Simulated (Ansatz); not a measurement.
BiF₃, SMILES [F][Bi]([F])[F].

The structure is a stationary point at PBE-D3(BJ)/def2-SVP. The isomer is the one that the SMILES or the coordinates give; other isomers of the formula were not compared. The def2 effective core potentials stand for the cores of Bi; spin–orbit coupling is left out.

Two levels are set side by side: PBE/def2-SVPD (Ansatz, a program for electronic structure) and ωB97X-V/def2-SVPD (Ansatz). Energy differences of separate SCF runs at the same geometry; the states with an electron removed or added have multiplicity 2 and 2. Differences are taken from unrounded values.

```json
[
 {"quantity": "vertical ionisation energy (eV)", "ωB97X-V": "12.82", "PBE": "12.12", "PBE minus ωB97X-V": "-0.70"},
 {"quantity": "vertical singlet–triplet gap (eV)", "ωB97X-V": "6.18", "PBE": "5.67", "PBE minus ωB97X-V": "-0.52"}
]
```
